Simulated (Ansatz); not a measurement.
Gas-phase electronic energies from Ansatz, PBE0-D4/def2-TZVP geometries. CBS: MP2 limit from def2 TZ/QZ plus the TZ coupled-cluster correction, frozen cores. This one scheme is used for every species. DFT in def2-TZVPP. B3LYP here is the variant with VWN-RPA as its local correlation; programs differ in this.

`CO[SiH]` + `[SiH3]N[SiH3]` → `[SiH]N([SiH3])[SiH3]` + CH₃OH  (ligand exchange at the Si–O bond)

| level | ΔE (kcal/mol) | difference from CCSD(T)/CBS |
| --- | --- | --- |
| LDA (SPW92) | 6.0 | 0.6 |
| B3LYP-D4 | 6.7 | 1.3 |
| PBE | 6.6 | 1.2 |
| BLYP | 9.6 | 4.2 |
| r2SCAN | 6.6 | 1.2 |
| PBE0 | 6.2 | 0.8 |
| CAM-B3LYP | 9.5 | 4.1 |
| LC-ωPBE | 7.4 | 2.0 |
| SCS-MP2/def2-TZVPP | 6.1 | 0.7 |
| HF/CBS(def2) | 9.7 | 4.3 |
| CCSD(T)/CBS | 5.4 | 0 |

Task: What do rigid-rotor, harmonic-oscillator terms from PBE0-D4/def2-TZVP frequencies (298.15 K, 1 bar) make of the CCSD(T)/CBS value? (Estimate.)

Result: Ansatz gave: ΔZPE = +0.4 kcal/mol, ΔH = +5.8 kcal/mol, ΔS = -27 J/(mol·K), ΔG = +7.7 kcal/mol. Modes under 50 cm⁻¹ make the entropy rough.

Largest T1 diagnostic among the species: 0.015.

Leaving LDA and LC-ωPBE aside and taking each functional with its dispersion term where it has one, the values, not all of them listed here, spread over 3.8 kcal/mol, from revPBE-D4 to CAM-B3LYP-D4. In def2-TZVPP, CCSD(T) changes the Hartree–Fock value by −4.1 kcal/mol (the triples alone add −0.7 kcal/mol) and MP2 by −4.5 kcal/mol.
